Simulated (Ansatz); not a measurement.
A structure relaxed at PBE-D4/def2-SVP in Ansatz, charge 0, singlet:

Cartesian coordinates in Å:
```
Zr -1.2844 -0.0743 -1.6625
Zr -0.7124 0.8707 1.2537
Zr 1.5134 -0.6227 -0.3980
O -1.6283 1.4559 -0.6239
O 2.5698 -2.0513 -0.2823
O 1.2809 0.6267 1.1598
O 0.5122 0.0185 -2.2122
O -0.6654 -0.9532 -0.0336
O -1.5857 0.7296 2.7990
```

(1) Give its formula and point group.

(2) Summarise the bond lengths by kind (pairs closer than 1.2 times the sum of covalent radii, bridged metal pairs left out).

## Answers

(1) Zr3O6. Point group Cs (tolerance 0.1 Å).

(2) 11 × O–Zr 1.78 to 2.23 Å.

In the def2 sets Zr takes a core potential; there is no spin–orbit coupling. The relaxation made no stability test and no search for a lower SCF solution. The structure comes from a short search, and lower isomers may exist.
